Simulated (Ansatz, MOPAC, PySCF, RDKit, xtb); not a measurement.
Noncovalent pair: NH3 (SMILES N) (first 4 atoms) with PH3 (SMILES P); geometry from B3LYP-D3(BJ)/def2-TZVP, rigid monomers moved along the line of their centres of mass till N1···P5 is 2.90 Å.
(charge 0, multiplicity 1):
| atom | x (Å) | y (Å) | z (Å) |
|---|---|---|---|
| N | -0.0643 | -0.1165 | 0.0765 |
| H | -0.9063 | -0.6806 | 0.0766 |
| H | -0.3421 | 0.8358 | -0.1314 |
| H | 0.5202 | -0.4387 | -0.6864 |
| P | -0.0954 | 0.3948 | 2.9322 |
| H | 1.1501 | 0.8949 | 2.4844 |
| H | 0.2636 | 0.4671 | 4.3076 |
| H | 0.2922 | -0.9601 | 2.8053 |

```json
[
 {"level": "MMFF94", "interaction energy (kJ/mol)": "31.6", "minus CCSD(T)/CBS(aug-cc-pV(D+d)Z, aug-cc-pV(T+d)Z)": "34.7", "cost": "-"},
 {"level": "UFF", "interaction energy (kJ/mol)": "12.2", "minus CCSD(T)/CBS(aug-cc-pV(D+d)Z, aug-cc-pV(T+d)Z)": "15.3", "cost": "-"},
 {"level": "GFN-FF", "interaction energy (kJ/mol)": "-7.9", "minus CCSD(T)/CBS(aug-cc-pV(D+d)Z, aug-cc-pV(T+d)Z)": "-4.8", "cost": "-"},
 {"level": "PM6", "interaction energy (kJ/mol)": "-0.2", "minus CCSD(T)/CBS(aug-cc-pV(D+d)Z, aug-cc-pV(T+d)Z)": "2.9", "cost": "-"},
 {"level": "HF/3-21G (no counterpoise)", "interaction energy (kJ/mol)": "-11.8", "minus CCSD(T)/CBS(aug-cc-pV(D+d)Z, aug-cc-pV(T+d)Z)": "-8.7", "cost": "-"},
 {"level": "HF/6-31G*", "interaction energy (kJ/mol)": "4.7", "minus CCSD(T)/CBS(aug-cc-pV(D+d)Z, aug-cc-pV(T+d)Z)": "7.8", "cost": "-"},
 {"level": "PBE-D4/def2-TZVPPD", "interaction energy (kJ/mol)": "-5.1", "minus CCSD(T)/CBS(aug-cc-pV(D+d)Z, aug-cc-pV(T+d)Z)": "-2.0", "cost": "×1"},
 {"level": "BP86/6-31G* (no counterpoise)", "interaction energy (kJ/mol)": "-6.9", "minus CCSD(T)/CBS(aug-cc-pV(D+d)Z, aug-cc-pV(T+d)Z)": "-3.8", "cost": "-"},
 {"level": "r2SCAN-D3(BJ)/def2-TZVPPD", "interaction energy (kJ/mol)": "-3.7", "minus CCSD(T)/CBS(aug-cc-pV(D+d)Z, aug-cc-pV(T+d)Z)": "-0.6", "cost": "×1"},
 {"level": "r2SCAN-D4/def2-TZVPPD", "interaction energy (kJ/mol)": "-3.4", "minus CCSD(T)/CBS(aug-cc-pV(D+d)Z, aug-cc-pV(T+d)Z)": "-0.3", "cost": "×1"},
 {"level": "B3LYP-D3(BJ)/def2-TZVPPD", "interaction energy (kJ/mol)": "-3.4", "minus CCSD(T)/CBS(aug-cc-pV(D+d)Z, aug-cc-pV(T+d)Z)": "-0.3", "cost": "×1"},
 {"level": "B3LYP-D4/def2-TZVPPD", "interaction energy (kJ/mol)": "-3.0", "minus CCSD(T)/CBS(aug-cc-pV(D+d)Z, aug-cc-pV(T+d)Z)": "0.1", "cost": "×1"},
 {"level": "PBE0-D3(BJ)/def2-TZVPPD", "interaction energy (kJ/mol)": "-4.7", "minus CCSD(T)/CBS(aug-cc-pV(D+d)Z, aug-cc-pV(T+d)Z)": "-1.6", "cost": "×1"},
 {"level": "wB97X-V/def2-TZVPPD", "interaction energy (kJ/mol)": "-2.6", "minus CCSD(T)/CBS(aug-cc-pV(D+d)Z, aug-cc-pV(T+d)Z)": "0.5", "cost": "×3"},
 {"level": "wB97M-V/def2-TZVPPD", "interaction energy (kJ/mol)": "-3.5", "minus CCSD(T)/CBS(aug-cc-pV(D+d)Z, aug-cc-pV(T+d)Z)": "-0.4", "cost": "×4"},
 {"level": "MP2/6-31G*", "interaction energy (kJ/mol)": "1.6", "minus CCSD(T)/CBS(aug-cc-pV(D+d)Z, aug-cc-pV(T+d)Z)": "4.7", "cost": "-"},
 {"level": "MP2/6-31G* (no counterpoise)", "interaction energy (kJ/mol)": "-7.1", "minus CCSD(T)/CBS(aug-cc-pV(D+d)Z, aug-cc-pV(T+d)Z)": "-4.0", "cost": "-"},
 {"level": "MP2/aug-cc-pV(T+d)Z", "interaction energy (kJ/mol)": "-2.7", "minus CCSD(T)/CBS(aug-cc-pV(D+d)Z, aug-cc-pV(T+d)Z)": "0.4", "cost": "-"},
 {"level": "SCS-MP2/aug-cc-pV(T+d)Z", "interaction energy (kJ/mol)": "0.0", "minus CCSD(T)/CBS(aug-cc-pV(D+d)Z, aug-cc-pV(T+d)Z)": "3.1", "cost": "-"},
 {"level": "CCSD(T)/CBS(aug-cc-pV(D+d)Z, aug-cc-pV(T+d)Z)", "interaction energy (kJ/mol)": "-3.1", "minus CCSD(T)/CBS(aug-cc-pV(D+d)Z, aug-cc-pV(T+d)Z)": "0.0", "cost": "×200*"}
]
```

 The comparison column counts from a level with limits of its own.

The rows run from -11.8 (HF/3-21G (no counterpoise)) to 31.6 kJ/mol (MMFF94).

Interaction energies are E(AB) − E(A) − E(B) at the monomers' geometry in the complex; basis-set methods are counterpoise corrected. Rows marked so take none. RDKit's UFF carries no charges.

Correlated levels freeze the cores. CBS(a, b) extrapolates the correlation energy as X⁻³ and adds the Hartree–Fock energy of set b. Rows in 3-21G, 6-31G* carry no dispersion term and start afresh at each structure (6-31G* with six Cartesian d functions). MP2/6-31G* freezes PySCF's default core. The state that PM6 reach isn't checked.

The values were computed with Ansatz (Gaussian orbitals); MOPAC for PM6 (differences of heats of formation); PySCF for 3-21G rows, 6-31G* rows, the dispersion terms; RDKit for the force fields; xtb for the GFN methods. Values without a source in brackets are computed.

Costs are rough ratios of core time to PBE/def2-TZVPPD (about 4 s over the structures, on one shared machine); a dash marks a level with no comparable run of its own. A star marks coupled-cluster runs past 200 virtual orbitals, where the program's memory plan changes under this machine's limit, so their costs aren't comparable with smaller runs.

Ansatz is a program for electronic structure.
